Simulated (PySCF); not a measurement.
Spin states and ions at one geometry of [Au(H2O)2]+

PySCF 2.14.0, RKS B3LYP, Au def2-SVP with ECP60, O def2-SVP, H def2-SVP; non-relativistic Hamiltonian with scalar-relativistic core potentials where named; density fitting; no spin-orbit coupling; singlets restricted, open shells unrestricted. The geometry is relaxed for charge +1, singlet, vacuum:

```xyz
7

Au    0.0308    0.0278    0.0021
O    -0.0401    0.0328    2.0853
H     0.7209    0.3752    2.5846
H    -0.3841   -0.7476    2.5521
O     0.1024    0.1006   -2.0796
H     0.4538   -0.6592   -2.5741
H    -0.6565    0.4595   -2.5703
```

Energies count from the relaxed state; an electron taken off or put on is at rest in vacuum. Charges and spins are Mulliken's.

```json
{"state": "charge +1, singlet, vacuum", "energy (eV)": "0.00", "spin squared": "0.00", "charge on Au1 (e)": "0.40", "spin on Au1 (e)": "0.00", "dipole about the centre of mass (D)": "1.43"}
{"state": "charge +2, doublet, vacuum", "energy (eV)": "15.83", "spin squared": "0.75", "charge on Au1 (e)": "1.13", "spin on Au1 (e)": "0.85", "dipole about the centre of mass (D)": "1.68"}
{"state": "charge 0, doublet, vacuum", "energy (eV)": "-4.60", "spin squared": "0.75", "charge on Au1 (e)": "-0.26", "spin on Au1 (e)": "0.65", "dipole about the centre of mass (D)": "0.83"}
```

**Question.** What does the state charge +1, triplet, vacuum give?

**Answer.** energy (eV) 4.11, spin squared 2.00, charge on Au1 (e) 0.47, spin on Au1 (e) 1.67, dipole about the centre of mass (D) 1.29.

With an electron taken off (doublet) the charges change, summed by element, by Au +0.73 e, O +0.08 e, H +0.19 e. The vertical ionisation energy is 15.83 eV, against −ε(HOMO) = 12.84 eV of the relaxed state. The level lies 3.0 eV too high, as is usual for semilocal functionals and global hybrids, which keep a self-interaction error.

With an electron put on (doublet) the charges change, summed by element, by Au -0.66 e, O +0.10 e, H -0.44 e. The vertical electron affinity is 4.60 eV, against −ε(LUMO) = 6.78 eV of the relaxed state.

Open shells may have lower solutions than those found.
